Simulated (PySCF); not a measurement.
Computed IR spectrum (relative IR intensity) of a molecule C5H7FO. Geometry optimised at PBE0-D3(BJ)/def2-SVP. The values are those of a single conformer. All values below come from PBE0-D3(BJ)/def2-SVP (PySCF). Harmonic, unscaled wavenumbers; measured fundamentals usually lie a few per cent lower.

ν (cm⁻¹): 436 (vw), 509 (vw), 684 (vw), 717 (w), 898 (w), 948 (m), 975 (m), 1003 (vw), 1024 (w), 1029 (w), 1074 (vs), 1128 (vs), 1169 (w), 1180 (m), 1199 (w), 1264 (s), 1296 (m), 1318 (m), 1356 (w), 1427 (m), 1445 (w), 1750 (vw), 3066 (s), 3120 (w), 3127 (m), 3175 (vw), 3199 (w) (against the strongest line: vs over 80 %, s over 45 %, m over 15 %, w over 4 %, vw less)

### Question
Identify the compound among the candidates.
(A) C=C(F)C(=C)OC
(B) COC1=CC[C@H]1F
(C) CC1(C)OC=C1F
(D) C=C[C@]1(F)CCO1

### Answer
D, C=C[C@]1(F)CCO1
